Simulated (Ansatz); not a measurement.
PBE exchange is replaced step by step with exact exchange (0 % is PBE, 25 % PBE0; no dispersion term), basis def2-TZVP, Ansatz. System: the cluster Hf₃⁺. Total charge 1; doublet. Geometry: PBE-D4/def2-TZVP, each spin state at its own.

Left out: 50 %, where a state is spin-contaminated, unstable or flagged.

Geometry of the doublet:

```xyz
3

Hf    0.1689    0.6044    1.4471
Hf   -1.2756    0.3527   -0.8578
Hf    1.1067   -0.9571   -0.5893
```

In the def2 sets Hf takes a core potential; there is no spin–orbit coupling. At PBE with 15 % exact exchange/def2-TZVP, PBE0-D4/def2-TZVP, PBE with 35 % exact exchange/def2-TZVP the charge 1 doublet is spin-contaminated (final ⟨S²⟩ up to 1.04, 0.75 for a pure state). The structure comes from a short search, and lower isomers may exist.

HOMO and LUMO are taken over both spins.

```json
{"exact exchange (%)": "0", "HOMO (eV)": "-7.86", "LUMO (eV)": "-7.47", "gap (eV)": "0.39", "⟨S²⟩": "0.757", "quartet − doublet (kJ/mol)": "46.1"}
{"exact exchange (%)": "5", "HOMO (eV)": "-7.95", "LUMO (eV)": "-7.25", "gap (eV)": "0.69", "⟨S²⟩": "0.756", "quartet − doublet (kJ/mol)": "42.2"}
{"exact exchange (%)": "10", "HOMO (eV)": "-8.03", "LUMO (eV)": "-7.04", "gap (eV)": "1.00", "⟨S²⟩": "0.755", "quartet − doublet (kJ/mol)": "38.2"}
{"exact exchange (%)": "15", "HOMO (eV)": "-8.17", "LUMO (eV)": "-6.96", "gap (eV)": "1.21", "⟨S²⟩": "0.939", "quartet − doublet (kJ/mol)": "33.2"}
{"exact exchange (%)": "25", "HOMO (eV)": "-8.48", "LUMO (eV)": "-6.52", "gap (eV)": "1.96", "⟨S²⟩": "0.990", "quartet − doublet (kJ/mol)": "31.1"}
{"exact exchange (%)": "35", "HOMO (eV)": "-8.81", "LUMO (eV)": "-6.08", "gap (eV)": "2.73", "⟨S²⟩": "1.040", "quartet − doublet (kJ/mol)": "29.6"}
```

The spin gap doesn't follow a straight line here, which points to a change of state along the sweep.
